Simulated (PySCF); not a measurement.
AlClGeH4, SMILES [Cl][AlH][GeH3].

Geometry: PBE0-D3(BJ)/def2-SVP.

Calculation: PySCF with HF/def2-TZVPD.

Gas-phase values at a fixed geometry.

```
Property                                                                                                        Value
---------------------------------------------------------------------------------------------  ----------------------
total energy                                                                                      -2779.20190 hartree
point group                                                                                                        Cs
highest occupied level                                                                                      -10.36 eV
lowest empty level                                                                                            0.66 eV
orbital gap                                                                                                  11.02 eV
dipole moment                                                                                                  1.42 D
quadrupole, principal values (traceless, Buckingham form, about the centre of nuclear charge)  -7.72, -0.46, 8.18 D·Å
mean static polarisability                                                                      72.4 bohr³ (10.73 Å³)
polarisability, principal values                                                               61.0, 70.5, 85.9 bohr³
```
